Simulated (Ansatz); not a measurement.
Ansatz (a first-principles code) input:

Ansatz 0.2 input:
```yaml
crystal:
  periodic: [false, false, false]
  atoms:
    - {symbol: C, position_ang: [-0.88186986, 0.04899178, -0.01713444]}
    - {symbol: F, position_ang: [-1.59675074, -0.79093868, -0.76127241]}
    - {symbol: F, position_ang: [-1.43658378, 0.21293909, 1.17334684]}
    - {symbol: C, position_ang: [0.54689040, 0.13950043, -0.21910766]}
    - {symbol: Cl, position_ang: [1.43922237, -1.27213772, 0.63472411]}
    - {symbol: Cl, position_ang: [1.19373467, 1.65072822, 0.42379030]}
    - {symbol: H, position_ang: [0.80734514, 0.03576130, -1.27296093]}
basis:
  gaussian:
    orbitals: def2-TZVP
hamiltonian:
  xc: b3lyp
  dispersion: d3bj
magnetization: {spin_polarized: true, initial_magnetization: 1}
relax: {f_tol: 0.002, max_steps: 150}
```

### Question
Which total energy does the run end on?

### Answer
-1197.01318 Eh (B3LYP-D3(BJ)/def2-TZVP). The basis has 204 functions.

It need not be the lowest isomer of its formula.
